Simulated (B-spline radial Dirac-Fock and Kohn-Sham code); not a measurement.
## Au⁶⁸⁺: scattering cross sections and density moments

System: Au⁶⁸⁺, 1s2 2s2 2p6 3s1.

The computed values come from a radial B-spline solver: Dirac-Fock orbitals of the configuration average with a finite nucleus.

```
Sum of ⟨r⟩                          : 0.7150 bohr
Sum of ⟨r²⟩                         : 0.07310 bohr²
Sum of ⟨1/r⟩                        : 374.19 per bohr
Langevin diamagnetic susceptibility : -0.0579 × 10⁻⁶ cm³/mol
Lamb shielding (α²/3)Σ⟨1/r⟩         : 6642 ppm
```

Coherent scattering is the Thomson cross section weighted by f₀², without anomalous dispersion; incoherent scattering is Klein-Nishina weighted by S. The Lamb formula is the non-relativistic shielding expression. Electron correlation is left out. A dash stands where the photon energy is too low for the impulse approximation behind that column.

```tsv
hν (keV)	coherent (b)	incoherent (b)	incoherent per electron (b)
1	80.47	–	–
2	80.39	–	–
8.0478	78.87	–	–
10	78.02	–	–
17.4793	73.46	–	–
20	71.57	–	–
500	1.630	2.838	0.258
1000	0.4434	2.216	0.201
```
